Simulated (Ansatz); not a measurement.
Calculated with Ansatz (gas phase, PBE0-D4/def2-TZVP geometries, no zero-point term in ΔE). CBS: MP2 limit from def2 TZ/QZ plus the TZ coupled-cluster correction, frozen cores. This one scheme is used for every species. DFT in def2-TZVPP. Each species was taken in one conformer, which may not be the lowest.

`[F][AlH][F]` + `NB1C[SiH2]1` → `[NH2][Al]([F])[F]` + `B1C[SiH2]1`  (redistribution)

```json
{"level": "r2SCAN-D4", "ΔE (kJ/mol)": "37.8"}
{"level": "B2PLYP", "ΔE (kJ/mol)": "37.6"}
{"level": "PBE-QIDH", "ΔE (kJ/mol)": "41.3"}
{"level": "revPBE", "ΔE (kJ/mol)": "42.9"}
{"level": "BLYP", "ΔE (kJ/mol)": "39.7"}
{"level": "BHLYP", "ΔE (kJ/mol)": "42.1"}
{"level": "HF/def2-TZVPP", "ΔE (kJ/mol)": "44.4"}
{"level": "HF/CBS(def2)", "ΔE (kJ/mol)": "43.6"}
```

Question: What does CCSD(T)/CBS give? (An estimate is asked.)

Answer: Computed: +33.1 kJ/mol. The listed levels differ from it by 4.7, 4.5, 8.2, 9.8, 6.6, 9.0, 11.3, 10.5 kJ/mol.

Question: What do rigid-rotor, harmonic-oscillator terms from PBE0-D4/def2-TZVP frequencies (298.15 K, 1 bar) make of the CCSD(T)/CBS value? (Estimate.)

Answer: Ansatz gave: ΔZPE = +1.1 kJ/mol, ΔH = +34.4 kJ/mol, ΔS = -3 J/(mol·K), ΔG = +35.2 kJ/mol.

Largest T1 diagnostic among the species: 0.014.

In def2-TZVPP, CCSD(T) changes the Hartree–Fock value by −9.1 kJ/mol (the triples alone add −1.6 kJ/mol) and MP2 by −11.1 kJ/mol. At CCSD(T), def2-SVP lies +23.7 kJ/mol from the extrapolated value and def2-TZVPP +2.2 kJ/mol.
